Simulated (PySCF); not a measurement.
hydrogen telluride (H2Te), SMILES [TeH2].

The structure is a stationary point at PBE0-D3(BJ)/def2-TZVPD. The def2 effective core potentials stand for the cores of Te; spin–orbit coupling is left out.

All values below come from PySCF with r2SCAN/def2-TZVPD.

Symmetry labels are those of the subgroup C2v that the program uses (full group C2v).

Problem. List the valence orbital energies around the gap with their symmetry. (An estimate is asked for; the answer gives what the named calculation found.)

Solution. 
```
orbital  symmetry  energy (eV)
-------  --------  -----------
HOMO−7         A1       -41.98
HOMO−6         A2       -41.77
HOMO−5         B1       -41.68
HOMO−4         A1       -41.66
HOMO−3         A1       -16.76
HOMO−2         B2        -9.98
HOMO−1         A1        -8.64
HOMO           B1        -5.78
LUMO           B2        -1.34
LUMO+1         A1        -0.50
LUMO+2         B2         1.00
LUMO+3         A1         1.06
```
